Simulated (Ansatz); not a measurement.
BFH4OSn, SMILES `[BH2][SnH]([OH])[F]`. The species carries charge 0 and has multiplicity 1. Sn takes the def2 core potential.

```xyz
8

B     0.700    0.055   -1.590
Sn   -0.519    0.155    0.293
O     0.285   -1.115    1.549
F    -0.244    1.866    1.147
H     1.117    1.057   -2.079
H     0.918   -1.002   -2.094
H    -2.221    0.000    0.324
H    -0.037   -1.015    2.449
```

Problem. List the harmonic frequencies (cm⁻¹, unscaled) at PBE0-D4/def2-TZVP in Ansatz. (Best estimate.)

Solution. Computed: 79, 124, 137, 149, 223, 500, 544, 560, 603, 631, 640, 842, 880, 1141, 1931, 2618, 2729, 3890.

Problem. Is this a minimum?

Solution. Yes, all 18 modes are real.

Problem. Give the ideal-gas thermochemistry at 298.15 K and 1 bar (rigid rotor, harmonic oscillator; point group C1, symmetry number 1).

Solution. Zero-point energy 109.0 kJ/mol; H(298) − E = 130.7 kJ/mol; entropy 356.7 J/(mol·K), of which translation 172.8, rotation 109.6, vibration 74.3; G(298) − E = 24.3 kJ/mol. Modes under 100 cm⁻¹ are hindered rotations or soft bends, so the harmonic entropy is rough.

Problem. Rotational constants (cm⁻¹)?

Solution. 0.1535, 0.1391, 0.09286.
